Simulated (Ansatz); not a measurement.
Frontier orbitals of `C[NH][InH2]`.

The species carries charge 0 and has multiplicity 1. Correlated methods include outer-core shells of In, which these sets cover unevenly. In takes the def2 core potential. The geometry is a stationary point of PBE0-D4/def2-TZVP. Basis def2-TZVPP, Ansatz 0.2.0.

```tsv
functional	HOMO (eV)	LUMO (eV)	gap (eV)
LDA (SPW92)	-5.31	-2.01	3.30
PBE	-5.13	-1.79	3.34
B97M-V	-5.42	-1.82	3.60
PBE0	-6.31	-1.11	5.20
B3LYP	-6.13	-1.38	4.75
CAM-B3LYP	-7.69	-0.35	7.34
LC-ωPBE	-9.01	0.68	9.69
ωB97X-V	-8.68	0.57	9.25
ωB97M-V	-8.61	0.26	8.87
```

(1) What is the vertical ionisation energy at frozen-core CCSD(T)/def2-TZVPP? (An estimate is asked.)

## Answers

(1) The calculation gave: 8.36 eV (T1 of the cation 0.017).

A quarter of exact exchange (PBE0) shifts PBE's HOMO by −1.18 eV and its LUMO by +0.67 eV; full exchange at long range (ωB97M-V) shifts them by −3.47 and +2.05 eV. The gap opens from 3.34 to 8.87 eV, since occupied levels lose self-interaction and empty ones feel all the electrons. A positive LUMO is unbound and depends on the basis. −ε(HOMO) differs from that ionisation energy by −3.23 eV with PBE and +0.25 eV with ωB97M-V.

B3LYP here is the variant with VWN-RPA as its local correlation; programs differ in this. LC-ωPBE has ω = 0.4 bohr⁻¹.
